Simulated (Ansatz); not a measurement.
(HCd-mu-Cl)2 (Cd₂H₂Cl₂), relaxed as a singlet with RKS PBE-D4/def2-SVP in Ansatz, starting from the GFN2-xTB geometry. Force threshold 0.02 eV/Å.

In the def2 sets Cd takes a core potential; there is no spin–orbit coupling.

Start:

```xyz
6

Cd    0.458    0.899    1.587
H     0.858    1.667    2.952
Cl    1.417    0.432   -0.655
Cd   -0.462   -0.894   -1.589
H    -0.848   -1.680   -2.948
Cl   -1.423   -0.423    0.651
```

```json
{"step": "1", "energy (eV)": "-34190.6985", "largest force component (eV/Å)": "0.678", "SCF passes": "23"}
{"step": "2", "energy (eV)": "-34190.8195", "largest force component (eV/Å)": "0.208", "SCF passes": "26"}
{"step": "3", "energy (eV)": "-34190.8391", "largest force component (eV/Å)": "0.016", "SCF passes": "25"}
```

Force components are those of the run's own axes.

End:

```xyz
6

Cd    0.453    0.888    1.568
H     0.866    1.686    2.985
Cl    1.525    0.465   -0.704
Cd   -0.454   -0.887   -1.568
H    -0.860   -1.696   -2.981
Cl   -1.530   -0.456    0.701
```

By distances, no bond broke or formed. The bond that changes most is Cd4–Cl6, from 2.48 to 2.55 Å (atoms count from 1).

No frequencies were taken in this run, so the end may be a saddle point.

Hardware: 4 threads of Arm Neoverse V2 on a shared host. Wall time 3.9 s.
